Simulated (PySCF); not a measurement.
Ga(F)(Cl)(Et) (C2H5ClFGa), SMILES C[CH2][Ga]([F])[Cl].

Coordinates come from a B3LYP-D3(BJ)/def2-SVP optimisation. The structure was generated by enumeration; whether it is a known compound was not checked. One conformer was computed; it need not be the lowest.

Two levels are set side by side: TDA-PBE/def2-SVPD (PySCF) and TDA-B3LYP/def2-SVPD (PySCF). Vertical, same geometry. The lowest singlet is HOMO→LUMO+1 95 % with PBE and HOMO→LUMO+1 97 % with the other functional; states are paired by order. Differences are taken from unrounded values.

```csv
quantity,TDA-B3LYP
lowest singlet excitation (eV),6.10
lowest triplet excitation (TDA) (eV),5.52
first bright state (f over 0.05) (eV),6.36
its oscillator strength,0.12
```

Q: What does TDA-PBE give, and how far is it from TDA-B3LYP? (Estimate from the structure and the level; the computed values follow.)

A: 
```json
[
 {"quantity": "lowest singlet excitation (eV)", "TDA-PBE": "5.71", "TDA-PBE minus TDA-B3LYP": "-0.40"},
 {"quantity": "lowest triplet excitation (TDA) (eV)", "TDA-PBE": "5.20", "TDA-PBE minus TDA-B3LYP": "-0.32"},
 {"quantity": "first bright state (f over 0.05) (eV)", "TDA-PBE": "5.88", "TDA-PBE minus TDA-B3LYP": "-0.48"},
 {"quantity": "its oscillator strength", "TDA-PBE": "0.07", "TDA-PBE minus TDA-B3LYP": "-0.05"}
]
```

A lower first singlet is the usual sign of a functional without exact exchange. Differences between two approximate levels are no errors against the true value.

Rough cost on one machine, each run with all the roots and properties that it gave: TDA-B3LYP against TDA-PBE about 3 times.
